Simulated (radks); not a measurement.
Polarisability of neutral selenium, [Ar] 3d10 4s2 4p4, at imaginary frequency. Calculated with a radial shooting solver on a logarithmic mesh with Libxc functionals: non-relativistic Kohn-Sham, LDA (Slater exchange, Perdew-Wang correlation), spin-polarised, spherical densities, point nucleus; open shells are filled with parallel spins first. Response by self-consistent Sternheimer equations with the Hartree and adiabatic LDA kernel.

| w (hartree) | alpha1(iw) (bohr^3) |
|---|---|
| 0.00266 | 27.53 |
| 0.0143 | 27.49 |
| 0.0360 | 27.24 |
| 0.0697 | 26.50 |
| 0.118 | 24.83 |
| 0.186 | 21.92 |
| 0.280 | 17.88 |
| 0.413 | 13.30 |
| 0.605 | 8.951 |
| 0.892 | 5.435 |
| 1.35 | 2.989 |
| 2.12 | 1.500 |
| 3.59 | 0.6853 |
| 6.94 | 0.2642 |
| 17.5 | 0.06287 |

Static values: alpha1 = 27.53 bohr^3 (4.080 angstrom^3; uncoupled 41.14). C6 = 230.3, triple-dipole C9 = 4539 atomic units. One-pole (London) frequency 4 C6 / (3 alpha1^2) = 0.405 hartree, against 0.218 for minus the highest occupied eigenvalue. The dipole shielding factor is 1.000, as the force sum rule N/Z = 1.000 demands. Recommended static value: 28.9 bohr^3 (Schwerdtfeger and Nagle, 2023 table).
